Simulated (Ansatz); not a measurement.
Consider the substitution at a C–O bond: `COC(C)C` + `[NH2][Hf]([F])([Cl])[Cl]` → `CC(C)[NH][Hf]([F])([Cl])[Cl]` + CH₃OH.

Isolated molecules relaxed with PBE0-D4/def2-TZVP in Ansatz; ΔE leaves out vibrations. CBS: MP2 limit from def2 TZ/QZ plus the TZ coupled-cluster correction, frozen cores. This one scheme is used for every species. DFT in def2-TZVPP. HSE06 is defined as in plane-wave codes. Elements past krypton have def2 core potentials. For Hf outer-core shells are correlated without core-valence functions, which leaves a few kJ/mol of doubt a bond. Each species was taken in one conformer, which may not be the lowest.

```csv
level,ΔE (kJ/mol)
PBE-D4,0.7
PBE0-D4,-0.4
HSE06-D4,-0.4
PBE0,4.3
CCSD(T)/def2-SVP,-8.6
MP2/def2-TZVPP,-9.9
CCSD/def2-TZVPP,-2.8
CCSD(T)/def2-TZVPP,-5.3
```

Problem. What does CCSD(T)/CBS give? (Best estimate.)

Solution. Computed: -4.0 kJ/mol. The listed levels differ from it by 4.7, 3.6, 3.6, 8.3, -4.6, -5.9, 1.2, -1.3 kJ/mol.

Problem. What do rigid-rotor, harmonic-oscillator terms from PBE0-D4/def2-TZVP frequencies (298.15 K, 1 bar) make of the CCSD(T)/CBS value? (Estimate.)

Solution. Ansatz gave: ΔZPE = +2.1 kJ/mol, ΔH = -1.0 kJ/mol, ΔS = -9 J/(mol·K), ΔG = +1.6 kJ/mol. Modes under 50 cm⁻¹ make the entropy rough.

Largest T1 diagnostic among the species: 0.014.

At CCSD(T), def2-SVP lies −4.6 kJ/mol from the extrapolated value and def2-TZVPP −1.3 kJ/mol. In def2-TZVPP, CCSD(T) changes the Hartree–Fock value by −18.5 kJ/mol (the triples alone add −2.4 kJ/mol) and MP2 by −23.1 kJ/mol.
